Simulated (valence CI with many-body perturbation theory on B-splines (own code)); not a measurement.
**Te XXX: calculated level list**

Computed by valence CI with perturbative core correlation (CI+MBPT): five valence electrons over a frozen Dirac-Fock core [Ar], radial functions for each j: 7 s, 7 p, 8 d, 6 f, 4 g, 1 h, with the one-electron correlation potential Σ1, the two-electron term Σ2, the three-electron term Σ3, Breit, model QED; selected CI, second order for the rest (own B-spline code, finite nucleus).

No measured spectrum was set against this ion. As an estimate, large intervals hold to a few tenths of a per cent, small ones and those within an open d or f shell to about a per cent. Only levels of the ground parity were solved; by the run's estimate the other parity begins above the list, which can be wrong where configurations are misplaced.

Levels 1 to 37 of 37, with energies above the lowest level, (3d3/2^4 3d5/2) J=5/2 [a]. "Leading %" is the weight of the configuration and term that name the level; weights of strongly mixed levels are sums over their largest components and can fall short. In the jj column 3d3/2^4 stands for four electrons in 3d with j = 3/2. Lifetimes count E1, E2, E3, M1 and M2 decay at the calculated energies, and are blank where another channel may lead or the interval is too uncertain; long ones can be off by a factor of two.

| No. | Configuration | Term | J | E (cm⁻¹) | Leading % | Second component | Lifetime | g | Leading jj |
| --- | --- | --- | --- | --- | --- | --- | --- | --- | --- |
| 1 | 3d5 | 6S | 5/2 | 0 | 64 | 25 % 3d5 4P |  | 1.802 | 3d3/2^4 3d5/2 (43 %) |
| 2 | 3d5 | 2F | 5/2 | 87096 | 26 | 24 % 3d5 4G | 82.9 μs | 1.111 | 3d3/2^4 3d5/2 (51 %) |
| 3 | 3d5 | 4G | 7/2 | 136520 | 51 | 19 % 3d5 2F | 201 μs | 1.119 | 3d3/2^3 3d5/2^2 (93 %) |
| 4 | 3d5 | 4D | 3/2 | 140920 | 42 | 41 % 3d5 4P | 40.1 μs | 1.321 | 3d3/2^3 3d5/2^2 (91 %) |
| 5 | 3d5 | 4G | 11/2 | 143670 | 61 | 27 % 3d5 2H |  | 1.177 | 3d3/2^3 3d5/2^2 (86 %) |
| 6 | 3d5 | 4G | 9/2 | 157520 | 67 | 14 % 3d5 4F | 4.02 ms | 1.159 | 3d3/2^3 3d5/2^2 (71 %) |
| 7 | 3d5 | 4G | 5/2 | 158130 | 34 | 32 % 3d5 4D | 69.9 μs | 1.103 | 3d3/2^3 3d5/2^2 (56 %) |
| 8 | 3d5 | 4P | 1/2 | 168640 | 63 | 26 % 3d5 4D | 1.15 ms | 1.887 | 3d3/2^3 3d5/2^2 (65 %) |
| 9 | 3d5 | 4D | 7/2 | 197560 | 36 | 21 % 3d5 4F | 198 μs | 1.207 | 3d3/2^3 3d5/2^2 (56 %) |
| 10 | 3d5 | 2D | 5/2 | 205100 | 36 | 18 % 3d5 4D | 38.4 μs | 1.223 | 3d3/2^3 3d5/2^2 (49 %) |
| 11 | 3d5 | 2F | 7/2 | 225820 | 29 | 27 % 3d5 4D | 101 μs | 1.161 | 3d3/2^2 3d5/2^3 (63 %) |
| 12 | 3d5 | 2I | 11/2 | 227700 | 62 | 29 % 3d5 4G | 98.9 μs | 1.035 | 3d3/2^2 3d5/2^3 (88 %) |
| 13 | 3d5 | 2D | 3/2 | 235130 | 50 | 32 % 3d5 4D | 155 μs | 0.925 | 3d3/2^2 3d5/2^3 (50 %) |
| 14 | 3d5 | 4D | 1/2 | 239290 | 73 | 21 % 3d5 4P | 56.9 μs | 0.665 | 3d3/2^2 3d5/2^3 (89 %) |
| 15 | 3d5 | 2G | 9/2 | 243180 | 46 | 29 % 3d5 4G | 107 μs | 1.147 | 3d3/2^2 3d5/2^3 (72 %) |
| 16 | 3d5 | 4P | 3/2 | 249400 | 45 | 41 % 3d5 4F | 22.7 μs | 1.091 | 3d3/2^2 3d5/2^3 (84 %) |
| 17 | 3d5 | 2I | 13/2 | 250900 | 100 |  | 522 μs | 1.072 | 3d3/2^2 3d5/2^3 (100 %) |
| 18 | 3d5 | 2F | 5/2 | 265030 | 36 | 19 % 3d5 4F | 35.8 μs | 1.018 | 3d3/2^2 3d5/2^3 (75 %) |
| 19 | 3d5 | 2H | 9/2 | 290690 | 53 | 46 % 3d5 4F | 31.5 μs | 1.100 | 3d3/2^2 3d5/2^3 (99 %) |
| 20 | 3d5 | 2G | 7/2 | 302500 | 61 | 32 % 3d5 2F | 128 μs | 0.992 | 3d3/2^2 3d5/2^3 (96 %) |
| 21 | 3d5 | 4F | 5/2 | 303530 | 43 | 24 % 3d5 2F | 27.0 μs | 1.063 | 3d3/2^2 3d5/2^3 (71 %) |
| 22 | 3d5 | 2D | 3/2 | 324100 | 68 | 26 % 3d5 4F | 71.9 μs | 0.743 | 3d3/2^2 3d5/2^3 (43 %) |
| 23 | 3d5 | 2F | 5/2 | 325760 | 37 | 21 % 3d5 4P | 17.4 μs | 1.132 | 3d3/2 3d5/2^4 (54 %) |
| 24 | 3d5 | 2F | 7/2 | 332710 | 61 | 29 % 3d5 2G | 38.4 μs | 1.072 | 3d3/2^2 3d5/2^3 (62 %) |
| 25 | 3d5 | 2S | 1/2 | 343550 | 70 | 15 % 3d5 4P | 29.3 μs | 1.906 | 3d3/2^2 3d5/2^3 (44 %) |
| 26 | 3d5 | 4F | 7/2 | 360110 | 46 | 26 % 3d5 2F | 23.6 μs | 1.188 | 3d3/2 3d5/2^4 (84 %) |
| 27 | 3d5 | 2G | 9/2 | 362910 | 52 | 26 % 3d5 2H | 56.7 μs | 1.101 | 3d3/2^2 3d5/2^3 (54 %) |
| 28 | 3d5 | 2H | 11/2 | 368620 | 64 | 26 % 3d5 2I | 22.4 μs | 1.061 | 3d3/2 3d5/2^4 (96 %) |
| 29 | 3d5 | 2D | 3/2 | 391210 | 69 | 16 % 3d5 4D | 15.6 μs | 0.847 | 3d3/2 3d5/2^4 (66 %) |
| 30 | 3d5 | 2D | 5/2 | 409630 | 63 | 26 % 3d5 2F | 18.2 μs | 1.106 | 3d3/2 3d5/2^4 (75 %) |
| 31 | 3d5 | 2G | 9/2 | 430320 | 91 |  | 34.2 μs | 1.107 | 3d3/2 3d5/2^4 (49 %) |
| 32 | 3d5 | 2D | 5/2 | 439330 | 52 | 28 % 3d5 2F | 21.9 μs | 1.102 | 3d5/2^5 (48 %) |
| 33 | 3d5 | 2G | 7/2 | 454550 | 78 | 19 % 3d5 2F | 27.5 μs | 0.943 | 3d3/2 3d5/2^4 (78 %) |
| 34 | 3d5 | 2P | 3/2 | 471800 | 79 | 19 % 3d5 2D |  | 1.216 | 3d3/2^2 3d5/2^3 (83 %) |
| 35 | 3d5 | 2P | 1/2 | 518300 | 84 | 14 % 3d5 2S | 22.6 μs | 0.860 | 3d3/2 3d5/2^4 (62 %) |
| 36 | 3d5 | 2D | 5/2 | 555610 | 88 | 5 % 3d5 2F | 11.2 μs | 1.183 | 3d3/2^2 3d5/2^3 (52 %) |
| 37 | 3d5 | 2D | 3/2 | 576310 | 78 | 19 % 3d5 2P | 14.1 μs | 0.890 | 3d3/2 3d5/2^4 (81 %) |

The ionisation energy to 3d4 3P_0 of the next ion comes out as 1707 eV (NIST: 1707 ± 4 eV (theoretical)). All 37 levels together are meant to be complete up to 599580 cm⁻¹.
